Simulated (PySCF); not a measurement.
**EPR parameters of C4H7ClFSi2**

Compound: C₄H₇ClFSi₂ (doublet state).
Structure used (GFN2-xTB), in Å, numbered top down from 1:
```
atom  x, y, z in Å
C1     2.5178   -2.0760    1.6230
C2     1.6668   -1.4194    0.8245
C3     0.8668   -0.8763    0.0531
Si4   -0.2543    0.2385   -0.8579
F5     0.1683    0.1465   -2.4289
Si6   -0.3196    2.4627   -0.2075
C7    -1.9984   -0.5664   -0.8573
Cl8   -2.7854   -0.3209    0.7271
H9     2.2125   -2.4008    2.6019
H10    3.5226   -2.2917    1.3059
H11   -0.7293    2.5647    1.1926
H12   -1.2584    3.2430   -1.0222
H13    1.0084    3.0658   -0.3482
H14   -1.9670   -1.6408   -1.0258
H15   -2.6552   -0.1210   -1.6022
```

The hyperfine couplings belong to this conformer and change with its torsions.

The species is `[CH2]C#C[Si@](F)([SiH3])CCl` [radical].

The calculation used UKS B3LYP, pcH-1 on C Cl F H Si, non-relativistic, mean-field spin-orbit, GIAO in PySCF. Geometry: GFN2-xTB, one conformer, isolated molecule. The geometry wasn't refined by DFT: couplings that depend on bond lengths, twists or pyramidal angles can differ widely from those at the functional's own minimum. Stability of the SCF solution: not tested.

```json
{
 "g1, g2, g3": "2.00223, 2.00282, 2.00330",
 "g_iso": "2.00278",
 "Form of g": "rhombic: the two nearest values differ by 45 % of g3 − g1",
 "⟨S²⟩": "0.7705 (exact 0.7500)",
 "α and β electrons": "43, 42",
 "HOMO–LUMO gap, α and β orbitals": "5.22, 4.43 eV",
 "Total energy": "-1295.68418 Eh"
}
```

Isotropic coupling and dipolar principal values T1 to T3, in MHz:

```csv
atom,isotope,a_iso,of which spin–orbit,T1,T2,T3,Mulliken spin population
C1,13C,58.8,-0.1,-56.5,-55.5,111.9,0.73
C2,13C,-58.2,0.0,-22.7,-1.2,24.0,-0.27
C3,13C,59.7,-0.1,-45.4,-34.5,79.9,0.58
Si4,29Si,27.3,0.0,-2.0,0.4,1.7,-0.01
F5,19F,9.6,0.0,-3.1,-2.2,5.3,0.00
Si6,29Si,-25.7,0.0,-6.1,2.9,3.3,0.02
C7,13C,15.7,0.0,-1.3,-1.1,2.4,0.01
Cl8,35Cl,0.0,0.0,-0.6,-0.4,0.9,0.00
H9,1H,-50.0,0.0,-26.0,-1.0,27.0,-0.03
H10,1H,-50.1,0.0,-26.0,-1.0,27.0,-0.03
H11,1H,-1.3,0.0,-1.0,-0.5,1.5,0.00
H12,1H,11.9,0.0,-0.8,-0.3,1.1,0.01
H13,1H,-1.2,0.0,-1.0,-0.5,1.5,0.00
H14,1H,-0.7,0.0,-2.0,-0.9,3.0,0.00
H15,1H,1.9,0.0,-1.1,-0.8,1.9,0.00
```

The Mulliken spin populations are largest on C1 (+0.73), C3 (+0.58) and C2 (-0.27). The angles at C1 add up to 360.0°, so it is planar; its axial dipolar tensor and the negative couplings of its protons fit spin in a p orbital normal to that plane.

Axes: g3 points within 5° of the C3–Si4 bond.

Under fast tumbling the dipolar parts average out, and these isotropic splittings remain: 1 × 1H (H10, I = 1/2, 2 lines) with 1.79 mT, 1 × 1H (H9, I = 1/2, 2 lines) with 1.78 mT, 1 × 19F (F5, I = 1/2, 2 lines) with 0.34 mT, 3 × 1H (H11/H12/H13, I = 1/2, 4 lines) with 0.11 mT and 1 × 1H (H15, I = 1/2, 2 lines) with 0.07 mT.

Class means assume fast exchange of nuclei equivalent by connectivity; if that motion is slow, each nucleus keeps its own coupling. H9 and H10 aren't averaged: C1 is flat or nearly so (angle sum 360°), and its turn about the short C1–C2 bond (1.34 Å) is taken as slow. The three 1H nuclei of mean +3.1 MHz run from -1.3 to 11.9 MHz in the frozen geometry.

The 13C coupling of C3 (59.7 MHz) shows only in satellite lines or after enrichment, since that isotope makes up about 1.07 % of natural carbon.

The 29Si coupling of Si4 (27.3 MHz) shows only in satellite lines or after enrichment, since that isotope makes up about 4.7 % of natural silicon.

On one thread, AMD EPYC 9R45 (x86_64), no GPU (shared host), this took 68 s of wall time (grids of density and orbitals included) and 1.2 GiB of memory at its peak.
